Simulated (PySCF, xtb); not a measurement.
CH₇FOSi₂, SMILES [SiH](O[SiH3])(F)C.

xtb with GFN2-xTB at its own geometry gives an orbital gap of 5.85 eV and a dipole moment of 1.76 D.

Geometry: PBE0-D3(BJ)/def2-SVP. Other conformers were not sampled.

### Question
What does PBE/def2-TZVP (PySCF) give? (The exact figures need the calculation; the answer reports its results.)

### Answer
gap 6.51 eV (levels -7.27 and -0.77 eV), dipole 1.59 D.
